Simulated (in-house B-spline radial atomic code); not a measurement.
How numerical settings move a run on the beryllium ion Be²⁺, 1s2. Computed with an all-electron radial atomic-structure program (B-spline basis): non-relativistic OLYP, spin-polarised, spherical fractional occupations, point nucleus.

Command:
```bash
python run_scf.py task.json out
```
Settings of the sound reference run:
```
Z                4
electrons        2
configuration    1s2
hamiltonian      nr
method           optx,lyp
spin_polarised   True
knot_spacing     0.22
spline_order     8
gauss_points     12
box_radius       22.22
max_iterations   70
damping          0.5
damped_steps     3
diis_vectors     10
tolerance        1e-08
start            Thomas-Fermi
```

Run time, properties included: 0.22 s on 1 thread of Arm Neoverse N1, on a shared host.

It converges in 7 iterations to -13.653833 hartree, with 1s up at -132.605 eV. The other runs change the listed settings, some to values that make no sense; their results aren't properties of the atom or ion. Radii are in bohr (the nuclear one in fm), a minus after a letter asks for a j subshell, and «unchanged» means within 1e-8 hartree. The run stops when the residual is below 10 × tolerance × max(1, Z/10), or a noise floor if that is larger, and the energy moves by less than 1e-8 × √|E| hartree; so very loose and very tight tolerances often act alike.

```tsv
changed settings	outcome
hamiltonian = dirac, method = hf, spin_polarised = False, nucleus = fermi, rms_radius = 2.519, mass_number = 9, atomic_mass = 9.012183, speed_of_light = 4.398856	converged in 8 iterations to -18.5399 hartree, a different physical problem
electrons = 5, configuration = 1s2 2s3, max_iterations = 100	stopped with error: shell 2s holds at most 1 electrons (per spin)
max_iterations = 2, damped_steps = 1, tolerance = 1e-06	not converged after 2 iterations, last residual 2.0e-02, last energy +5.51e-03 hartree from the reference
first_knot = 0.00025	converged in 7 iterations, energy -1.43e-08 hartree from the reference
electrons = 3, configuration = 1s2 2p-1, max_iterations = 75	stopped with error: j subshells need the Dirac Hamiltonian and l > 0
spline_order = 7, max_iterations = 5, damped_steps = 0, diis_vectors = 4	converged in 5 iterations, energy -1.70e-08 hartree from the reference, 1s up level -1.4e-06 eV
max_iterations = 3	not converged after 3 iterations, last residual 8.5e-03, last energy +9.67e-04 hartree from the reference
gauss_points = 8, max_iterations = 100, start = bare nucleus	converged in 7 iterations, energy unchanged, 1s up level -7.6e-07 eV
spline_order = 10, first_knot = 0.25, max_iterations = 50, damped_steps = 0, tolerance = 0.001	converged in 5 iterations, energy unchanged, 1s up level -7.2e-07 eV
first_knot = 0.75	converged in 7 iterations, energy +7.37e-05 hartree from the reference, 1s up level +6.5e-04 eV
max_iterations = 12	converged in 7 iterations, energy unchanged
first_knot = 0.075	converged in 7 iterations, energy -1.03e-08 hartree from the reference
```

Task: What happens with max_iterations = 8, damped_steps = 1, start = bare nucleus?

Result: Converged in 6 iterations, energy unchanged, 1s up level -3.6e-07 eV.

Task: What happens with first_knot = 0.25?

Result: Converged in 7 iterations, energy unchanged, 1s up level -2.1e-06 eV.

Task: What happens with max_iterations = 5?

Result: Not converged after 5 iterations, last residual 6.4e-04, last energy +5.38e-06 hartree from the reference.

Task: What happens with first_knot = 2.5e-05?

Result: Converged in 7 iterations, energy unchanged, 1s up level -1.6e-06 eV.
